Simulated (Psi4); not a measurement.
The Psi4 input:
```
memory 2 GB

molecule {
0 1
  C     2.09366492    0.63765635   -0.74501787
  N     0.80812846    0.35941431   -0.15905604
  Si   -0.00248077    0.86473669    1.30850757
  O    -1.32565918    0.04485397    0.70879612
  Si   -0.64460491   -0.40093479   -0.72263438
  F    -0.52320214   -1.99095079   -0.84463593
  H     2.07223968    1.54471521   -1.35822020
  H     2.40383403   -0.19571676   -1.37607881
  H     2.83259453    0.77543640    0.04432390
  H    -0.31682906    2.28128338    1.37297970
  H     0.50608952    0.23087908    2.51058442
  H    -1.34352528    0.08806308   -1.88095955
}

set basis 6-311++g**

energy('cam-b3lyp')
print_variables()
```

Give the dipole moment at the level CAM-B3LYP/6-311++G** in Psi4 1.11.

3.04 D

Predict the number of basis functions from CAM-B3LYP/6-311++G**.

190

Estimate the total energy that CAM-B3LYP/6-311++G** returns for this input.

-1701.405445 Ry

Predict the nuclear repulsion energy from CAM-B3LYP/6-311++G**.

405.6867 Eh

Roughly what does it cost on one core?

around 60 core-seconds (rough).
